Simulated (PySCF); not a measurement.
# How methods differ on the fine-structure interval of Ni¹⁵⁺

Ni¹⁵⁺ [Ne] 3s2 3p1 [3p1/2^1, M_J = 1/2] → Ni¹⁵⁺ [Ne] 3s2 3p1 [3p3/2^1, M_J = 3/2], as a difference of total energies. Calculation: PySCF 2.14, in an uncontracted even-tempered set (19 s from 1.3 bohr⁻², ratio 2.4; 13 p from 1.7 bohr⁻², ratio 2.4; 5 d from 6.8 bohr⁻², ratio 2.6; 4 f from 10 bohr⁻², ratio 2.6); the two-component X2C-1e Hamiltonian. Correlated levels: 1s2 frozen; the 50 highest virtual spinors dropped. "Screened" scales the spin-orbit matrix elements by Boettger's factors to mimic the two-electron term; Breit and QED terms are absent.

```tsv
method	fine-structure interval (cm⁻¹)
GHF (screened spin-orbit)	30358
GMP2 (screened spin-orbit)	29085
GHF (bare spin-orbit)	32632
```
